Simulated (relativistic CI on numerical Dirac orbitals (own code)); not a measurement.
**What each ingredient does to the levels of Re38+**

Base calculation: Dirac-Coulomb-Breit CI, separate exchange-only KLI orbitals for each configuration, model QED, unscaled Slater integrals.

Configuration list (outside the closed core [Ar] 3d10): 4s²4p⁶4d, 4s²4p⁶4f, 4s²4p⁵4d², 4s4p⁶4d², 4s²4p⁵4d4f, 4s4p⁶4d4f, 4s²4p⁶5s, 4s²4p⁶5p, 4s²4p⁶5d, 4p⁶4d³, 4p⁵4d⁴, 4p⁵4d³4f, 4s4p⁶4f², 4s4p⁵4f³, 4p⁶4f³. Double excitations out of closed p, d and f shells are left out; levels of such configurations are missing from the list, as are those of other unlisted configurations, and high levels can miss mixing partners.

Variants: (1) valence Slater integrals scaled by 0.9; (2) configuration mixing switched off. Shifts of the energy above 4s²4p⁶4d ²D3/2, in cm⁻¹, for the lowest level and the first level of each name with at least 55 % of one term (blank where a level changes its place among those of its configuration and J or its character, or is not in the variant):

| Level | Base | Δ(1) | Δ(2) |
| --- | --- | --- | --- |
| 4s²4p⁶4d ²D3/2 | 0 | 0 | 0 |
| 4s²4p⁶4d ²D5/2 | 165732 | +26 | +149 |
| 4s²4p⁵4d² ⁴D°1/2 | 1259789 | +7763 | -15738 |
| 4s²4p⁵4d² ⁴G°9/2 | 1426915 | +5677 | -11934 |
| 4s²4p⁵4d² ²H°11/2 | 1461620 | +2830 | -11280 |
| 4s²4p⁵4d² ²G°9/2 | 1529305 | -3961 | -14514 |
| 4s²4p⁵4d² ⁴G°11/2 | 1596399 | +3909 | -11206 |
| 4s²4p⁵4d² ²P°1/2 | 1656001 | -5680 | -15367 |
| 4s²4p⁵4d² ²P°3/2 | 1751350 | -11078 | -14140 |
| 4s²4p⁶4f ²F°7/2 | 1855098 | -9502 | -59661 |
| 4s²4p⁵4d4f ⁴G5/2 | 2914164 | +14655 | -15687 |
| 4s²4p⁵4d4f ⁴G7/2 | 2960800 | +11053 | -12253 |
| 4s²4p⁵4d4f ⁴D1/2 | 2995863 | +6974 | -12907 |

At this charge energies of transitions that change n are usually good to better than 1 %, and those within a shell (Δn = 0) to a few per cent.

Ionisation energy from the two ground configurations alone: base 1695.82 eV. The NIST ASD value (theoretical) is 1696 eV.

LS names give the leading component of a level, which can be under half, so a name can repeat, a term be missing and a line seem to break the LS rules.
